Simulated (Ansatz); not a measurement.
```yaml
crystal:
  periodic: [false, false, false]
  atoms:
    - {symbol: C, position_ang: [-0.937494, -1.114584, 0.645957]}
    - {symbol: C, position_ang: [-0.112799, -0.627993, 0.335518]}
    - {symbol: C, position_ang: [0.542667, -0.097402, 0.109753]}
    - {symbol: F, position_ang: [1.408614, -0.317196, 0.323235]}
    - {symbol: Si, position_ang: [0.395654, 1.124634, -0.534989]}
    - {symbol: F, position_ang: [0.710480, 2.112341, 0.079212]}
    - {symbol: H, position_ang: [-1.241837, -1.625790, 0.103094]}
    - {symbol: H, position_ang: [-1.137037, -1.030232, 1.197223]}
    - {symbol: H, position_ang: [1.057255, 1.158897, -1.577478]}
    - {symbol: H, position_ang: [-0.737262, 1.179307, -0.862803]}
basis:
  gaussian: {orbitals: "6-31G*", fitting: {mean_field: def2-universal-jkfit}}
hamiltonian: {xc: {name: HF}}
correlation: {method: rpa, electrons: all}
```

```sh
$ ansatz run in.yaml --threads 4 --pin off --events-out ev --progress --plain --max-ram 10444MiB
```

Output, abridged:

```
Functional definition: HF
579 factors; integrals over basis functions are off by at most 4.7e-2 eV
mean field evaluation 1: about -16354.3946 eV, gradient 5.5e1 eV
mean field evaluation 2: about -16359.1969 eV, gradient 2.1e1 eV
mean field evaluation 4: about -16359.9665 eV, gradient 8.6e-1 eV
mean field -16359.96969829 eV, -601.2177972262 hartree, gradient 1.5e-6 eV, S^2 0.000000; 0 other end points of the search recorded, 0 dependent functions left out
reference -16359.96969829 eV, -601.2177972262 hartree; 27, 27 occupied and 75, 75 virtual orbitals, 579 factors
Total energy: -16383.95108407 eV, -602.0990968986 hartree
```

In this input the geometry is squeezed to about two thirds of its size. The calculation finished and met its thresholds. The result belongs to that input, not to the molecule as meant.
